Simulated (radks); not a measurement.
Values are calculated unless marked as measured or tabulated.
Task: All-electron atom: As4+ in [Ar] 3d10 4s1. Level of theory: Dirac Kohn-Sham, LDA (Slater exchange, Perdew-Wang correlation), spin-unpolarised, spherical densities, point nucleus (a radial shooting solver on a logarithmic mesh with Libxc functionals).

Spin-orbit splittings of the eigenvalues, e(l+1/2) - e(l-1/2), with zeta = 2 splitting/(2l+1) and mean radii in bohr:

| shell | occ. | splitting (eV) | zeta (eV) | <r> j=l-1/2 | <r> j=l+1/2 |
|---|---|---|---|---|---|
| 2p | 6 | ? | ? | 0.1748 | 0.1785 |
| 3p | 6 | 5.050 | 3.367 | 0.6094 | 0.6200 |
| 3d | 10 | 0.7428 | 0.2971 | 0.6646 | 0.6689 |
| 4p | 0 | 0.5787 | 0.3858 | 1.868 | 1.891 |

Estimate the 2p splitting.

Result: 36.50 eV (zeta = 24.34 eV).
